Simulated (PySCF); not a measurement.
Gas-phase reaction: GeH₂ + 2 GeH₃Cl → GeH₂Cl₂ + Ge₂H₆. Level: PBE0/def2-TZVP; standard pressure 1 bar.

Computed with PySCF and rigid-rotor harmonic-oscillator thermochemistry at 1 bar. All species are closed-shell singlets. Ge: all electrons, no relativistic terms. GeH₂: computed as isolated molecules; such fragments, hydroxides, amides, oligomers or adducts are transient or little studied in the gas. The harmonic model lacks anharmonicity and excited electronic states, which grow with temperature; levels with a mode under 35 cm⁻¹ are left out. Internal rotation in Ge₂H₆ is treated as a harmonic vibration of one conformer, which makes the entropy rough.

| T (K) | 1000/T (1/K) | log10 K |
|---|---|---|
| 1000 | 1.0000 | 3.02 |
| 1200 | 0.8333 | ? |
| 1400 | 0.7143 | 0.22 |
| 1600 | 0.6250 | -0.63 |
| 1800 | 0.5556 | -1.28 |
| 2000 | 0.5000 | -1.79 |

**Question.** Fit log10 K = a + b·(1000/T) to the five rows, get the mean ΔH° and ΔS°, and predict log10 K at 1200 K.

**Answer.** Means: 1000/T = 0.6790, log10 K = -0.092. Sums of products about the means: Sxy = 1.48956, Sxx = 0.154472, so b = Sxy/Sxx = 9.64 and a = -0.092 − (9.64)×0.6790 = -6.64.
ΔH° = −R ln 10 × 1000 K × b = −19.145 × (9.64) = -185 kJ; ΔS° = R ln 10 × a = -127 J/K. The run's own values go from -190 kJ and -132 J/K at 1000 K to -175 kJ and -122 J/K at 2000 K.
Prediction at 1200 K: -6.64 + (9.64)×0.8333 = 1.39. The computed value is 1.38, 0.01 from the line.
For scale, ΔH°(298 K) is -199 kJ at this level, -185 kJ at ωB97M-V/def2-TZVP†, and runs from -236 to -156 kJ over the 19 levels computed († marks an energy on the PBE0/def2-TZVP geometry).
